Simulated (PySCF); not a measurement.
All numbers come from PySCF, PBE0, basis Pb def2-TZVP with ECP60, I def2-TZVP with ECP28 (scalar-relativistic core potentials, no spin–orbit coupling, density fitting). Open shells, if any, are unrestricted.

**Question.** What shape and geometry does isolated singlet PbI₂ take (every ligand bound to Pb)?

**Answer.** Counting electrons, lead keeps 2 of its valence electrons outside its bonds, so the VSEPR class is AX2E1 and the expected shape is bent (C2v), as computed. The lowest minimum found is a singlet of C2v symmetry with Pb–I 2.807 Å (×2); I–Pb–I 100.7°. Its harmonic wavenumbers are 50 (a1), 161 (b2), 167 (a1) cm⁻¹ and its dipole moment is 3.70 D.

No spin–orbit coupling is included, which matters more the heavier the element.
